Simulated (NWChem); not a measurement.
System: SnNH2Cl, singlet; SMILES [NH2][Sn][Cl]

The following NWChem deck was run.

```
start job
memory heap 200 mb stack 900 mb global 1100 mb
geometry units angstroms noautoz
  Sn    -0.383197    -0.483207     0.000000
  Cl     0.239814     1.866483     0.000000
  N      1.569464    -1.101396     0.000000
  H      1.886804    -2.075875     0.000000
  H      2.357491    -0.444273     0.000000
end
basis spherical
  * library def2-tzvpp
end
ecp
  Sn library def2-ecp
end
dft
  xc hfexch
  iterations 150
  mulliken
end
task dft energy
```

NWChem printed, in part:

```
             Northwest Computational Chemistry Package (NWChem) 7.3.0
             --------------------------------------------------------

 CS  symmetry detected

                             Geometry "geometry" -> ""
                             -------------------------

 Output coordinates in angstroms (scale by  1.889725989 to convert to a.u.)

  No.       Tag          Charge          X              Y              Z
 ---- ---------------- ---------- -------------- -------------- --------------
    1 Sn                  50.0000    -0.35257357    -0.47424902     0.00000000
    2 Cl                  17.0000     0.10319492     1.91352419     0.00000000
    3 N                    7.0000     1.63881896    -0.95320455     0.00000000
    4 H                    1.0000     2.02408570    -1.90288004     0.00000000
    5 H                    1.0000     2.37854634    -0.24214858     0.00000000

 Effective nuclear repulsion energy (a.u.)     326.5336517854

      Symmetry information
      --------------------

 Group name             Cs
 Group number              2
 Group order               2
 No. of unique centers     5

 Summary of "ao basis" -> "ao basis" (spherical)
 ------------------------------------------------------------------------------
       Tag                 Description            Shells   Functions and Types
 ---------------- ------------------------------  ------  ---------------------
 Sn                        def2-tzvpp               16       50   6s5p3d2f
 Cl                        def2-tzvpp               14       42   5s5p3d1f
 N                         def2-tzvpp               11       31   5s3p2d1f
 H                         def2-tzvpp                6       14   3s2p1d

      Symmetry analysis of basis
      --------------------------

        a'        102
        a"         49

            General Information
            -------------------
          SCF calculation type: DFT
          Wavefunction type:  closed shell.
          No. of atoms     :     5
          No. of electrons :    48
           Alpha electrons :    24
            Beta electrons :    24
          Charge           :     0
          Spin multiplicity:     1
          Use of symmetry is: on ; symmetry adaption is: on
          Maximum number of iterations: 150
          AO basis - number of functions:   151
                     number of shells:    53
          Convergence on energy requested:  1.00D-06
          Convergence on density requested:  1.00D-05
          Convergence on gradient requested:  5.00D-04

              XC Information
              --------------
                     Hartree-Fock (Exact) Exchange  1.000

      Superposition of Atomic Density Guess
      -------------------------------------

 Sum of atomic energies:        -763.90096252

      Non-variational initial energy
      ------------------------------

 Total energy =    -728.530576
 1-e energy   =   -1407.672066
 2-e energy   =     517.616520
 HOMO         =      -0.295877
 LUMO         =      -0.042877

      Symmetry analysis of molecular orbitals - initial
      -------------------------------------------------

  Numbering of irreducible representations:

     1 a'          2 a"

  Orbital symmetries:

     1 a'          2 a'          3 a'          4 a'          5 a'
     6 a"          7 a'          8 a'          9 a'         10 a"
    11 a'         12 a'         13 a'         14 a"         15 a"
    16 a'         17 a'         18 a'         19 a'         20 a'
    21 a"         22 a'         23 a"         24 a'         25 a"
    26 a'         27 a'         28 a'         29 a'         30 a"
    31 a'         32 a'         33 a'         34 a"

     ---------------------------------------------
      Total Density - Mulliken Population Analysis
     ---------------------------------------------

    Atom       Charge   Shell Charges
 -----------   ------   -------------------------------------------------------
    1 Sn  22    20.84   0.29 -0.77  1.54  0.94  1.05  0.89 -0.39  6.35  0.34  0.39  0.11  8.95  1.05  0.09  0.03  0.00
    2 Cl  17    17.65   2.01  0.45  1.52  1.12  0.87  4.19  1.68  1.13  3.03  1.64  0.00  0.00  0.01  0.00
    3 N    7     8.00   0.82  1.16  0.58  0.84  0.18  1.63  1.89  0.90  0.00  0.01  0.00
    4 H    1     0.74   0.22  0.37  0.10  0.02  0.04  0.01
    5 H    1     0.75   0.22  0.37  0.10  0.02  0.04  0.01

   convergence    iter        energy       DeltaE   RMS-Dens  Diis-err
 ---------------- ----- ----------------- --------- --------- ---------
 d= 0,ls=0.0,diis     1   -728.5134738440 -8.90D+02  5.20D-03  4.43D-01
 d= 0,ls=0.0,diis     2   -728.5555190235 -4.20D-02  1.44D-03  2.11D-01
 d= 0,ls=0.0,diis     3   -728.5774570109 -2.19D-02  7.31D-04  3.89D-03
 d= 0,ls=0.0,diis     4   -728.5783794932 -9.22D-04  2.19D-04  7.50D-04
 d= 0,ls=0.0,diis     5   -728.5785140180 -1.35D-04  1.20D-04  4.17D-05
  Resetting Diis
 d= 0,ls=0.0,diis     6   -728.5785325492 -1.85D-05  2.88D-05  3.53D-06
 d= 0,ls=0.0,diis     7   -728.5785343283 -1.78D-06  7.14D-06  4.97D-07
 d= 0,ls=0.0,diis     8   -728.5785345184 -1.90D-07  3.12D-06  1.28D-07

         Total DFT energy =     -728.578534518416
      One electron energy =    -1409.969222783348
           Coulomb energy =      571.929802066315
    Exchange-Corr. energy =      -52.064082891604
 Nuclear repulsion energy =      161.524969090221

 Numeric. integr. density =        0.000000000000

                  Occupations of the irreducible representations
                  ----------------------------------------------

                     irrep           alpha         beta
                     --------     --------     --------
                     a'               18.0         18.0
                     a"                6.0          6.0

                       DFT Final Molecular Orbital Analysis
                       ------------------------------------

 Vector   22  Occ=2.000000D+00  E=-4.332288D-01  Symmetry=a'
              MO Center=  8.0D-02,  1.8D+00, -2.2D-15, r^2= 1.7D+00
   Bfn.  Coefficient  Atom+Function         Bfn.  Coefficient  Atom+Function
  ----- ------------  ---------------      ----- ------------  ---------------
    65      0.463092  2 Cl px                68      0.323693  2 Cl px
    66     -0.241852  2 Cl py                62      0.215473  2 Cl px
    56     -0.170315  2 Cl px                69     -0.163421  2 Cl py
    63     -0.108584  2 Cl py                57      0.087905  2 Cl py
    59     -0.087173  2 Cl px                 5     -0.070441  1 Sn s

 Vector   23  Occ=2.000000D+00  E=-3.948485D-01  Symmetry=a"
              MO Center=  1.4D+00, -6.5D-01,  1.2D-15, r^2= 2.1D+00
   Bfn.  Coefficient  Atom+Function         Bfn.  Coefficient  Atom+Function
  ----- ------------  ---------------      ----- ------------  ---------------
   100      0.370474  3 N  pz               103      0.348117  3 N  pz
   106      0.321899  3 N  pz                67     -0.175055  2 Cl pz
    70     -0.136239  2 Cl pz                64     -0.083306  2 Cl pz
    12     -0.075671  1 Sn pz                18      0.075859  1 Sn pz
    58      0.065048  2 Cl pz                15      0.063831  1 Sn pz

 Vector   24  Occ=2.000000D+00  E=-3.645581D-01  Symmetry=a'
              MO Center= -4.4D-01, -2.3D-01, -1.9D-15, r^2= 3.8D+00
   Bfn.  Coefficient  Atom+Function         Bfn.  Coefficient  Atom+Function
  ----- ------------  ---------------      ----- ------------  ---------------
     6      0.479313  1 Sn s                  5      0.443251  1 Sn s
     2      0.343261  1 Sn s                  3     -0.274278  1 Sn s
     1     -0.216558  1 Sn s                  4     -0.213957  1 Sn s
    66      0.214979  2 Cl py                16     -0.205686  1 Sn px
    10      0.190217  1 Sn px                65      0.174546  2 Cl px

 Vector   25  Occ=0.000000D+00  E= 1.408135D-02  Symmetry=a"
              MO Center= -4.4D-01, -5.3D-01,  4.9D-14, r^2= 5.0D+00
   Bfn.  Coefficient  Atom+Function         Bfn.  Coefficient  Atom+Function
  ----- ------------  ---------------      ----- ------------  ---------------
    21      0.635313  1 Sn pz                18      0.371529  1 Sn pz
    12     -0.273341  1 Sn pz               106     -0.240562  3 N  pz
    15      0.227490  1 Sn pz                70     -0.190069  2 Cl pz
   100     -0.127525  3 N  pz               103     -0.094512  3 N  pz
    67     -0.082092  2 Cl pz                64     -0.060458  2 Cl pz

 Vector   26  Occ=0.000000D+00  E= 6.611858D-02  Symmetry=a'
              MO Center= -5.0D-01, -8.7D-01,  1.0D-15, r^2= 7.1D+00
   Bfn.  Coefficient  Atom+Function         Bfn.  Coefficient  Atom+Function
  ----- ------------  ---------------      ----- ------------  ---------------
    20      0.944889  1 Sn py                97      0.738933  3 N  s
    19     -0.421634  1 Sn px                55     -0.292718  2 Cl s
     6     -0.246597  1 Sn s                 14      0.204844  1 Sn py
     5      0.196137  1 Sn s                140     -0.188429  5 H  s
    11     -0.185269  1 Sn py                68      0.155857  2 Cl px

 Vector   27  Occ=0.000000D+00  E= 9.702451D-02  Symmetry=a'
              MO Center= -5.6D-01, -6.4D-01, -2.8D-14, r^2= 8.9D+00
   Bfn.  Coefficient  Atom+Function         Bfn.  Coefficient  Atom+Function
  ----- ------------  ---------------      ----- ------------  ---------------
    19      1.258878  1 Sn px                97     -0.999300  3 N  s
     6      0.575017  1 Sn s                 20      0.433973  1 Sn py
    55     -0.315261  2 Cl s                126      0.294485  4 H  s
     5      0.220737  1 Sn s                  2      0.178484  1 Sn s
    69      0.176022  2 Cl py                68     -0.149852  2 Cl px

     ---------------------------------------------
      Total Density - Mulliken Population Analysis
     ---------------------------------------------

[...]
```

Level: Hartree-Fock/def2-TZVPP with def2 effective core potentials on Sn. Low-valent species are run as closed-shell singlets; no triplet was tried in these runs. The geometry was optimised at PBE-D3(BJ)/def2-SVP. def2 effective core potentials on Sn; no spin-orbit coupling.
